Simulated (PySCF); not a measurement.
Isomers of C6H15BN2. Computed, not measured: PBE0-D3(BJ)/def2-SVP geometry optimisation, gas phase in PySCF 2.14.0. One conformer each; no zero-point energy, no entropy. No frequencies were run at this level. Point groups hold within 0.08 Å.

Problem. Order them by energy at this level, lowest first, and give relative energies in kcal/mol.
A. `[H]/[N:9]=[CH:8]/[C@H:7]1[N+:2]([CH3:1])([CH3:3])[BH2-:4][CH2:5][CH2:6]1` with C6–C7–C8–N9 -140°, C1–N2–B4–C5 -159°, N2–B4–C5–C6 23°, B4–C5–C6–C7 2°, C5–C6–C7–C8 -155°
B. `[CH3:1][CH:2]([CH3:3])[N:4]([BH:5][NH2:6])[CH:7]1[CH2:8][CH2:9]1` with C1–C2–N4–B5 -60°, C2–N4–B5–N6 -169°, C2–N4–C7–C8 -62°
C. `[CH3:1][NH2+:2][B@-:3]([CH3:4])([C:5]#[N:6])[CH:7]([CH3:8])[CH3:9]` with C1–N2–B3–C4 60°, N2–B3–C7–C8 -68°

Solution. B (0.0), C (11.1), A (45.5).

As drawn, the lowest has a three-membered ring, which the highest lacks.

| SMILES | E (Eh) | E rel (kcal/mol) | dipole (D) | point group | A, B, C (MHz) |
| --- | --- | --- | --- | --- | --- |
| CC(C)N(BN)C1CC1 | -371.37413 | 0.0 | 1.29 | C1 | 1956, 1297, 974.4 |
| C[NH2+][B@-](C)(C#N)C(C)C | -371.35638 | 11.1 | 6.41 | C1 | 1727, 1250, 1061 |
| [H]/N=C/[C@@H]1CC[BH2-][N+]1(C)C | -371.30158 | 45.5 | 4.84 | C1 | 2254, 1450, 1128 |
